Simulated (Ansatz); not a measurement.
Name a neutral molecule of C, Cl, Ga, Si and H with LUMO energy (PBE/def2-TZVPP) between -1.80 and -1.50 eV and HOMO–LUMO gap (PBE0/def2-TZVPP) between 6.80 and 7.10 eV (Ansatz, PBE0-D4/def2-TZVP geometry).

`Cl[SiH2][CH2][GaH2]` (-1.68 eV, 7.06 eV). Other molecules can fit too; these were computed, each in one conformer that needn't be the lowest.
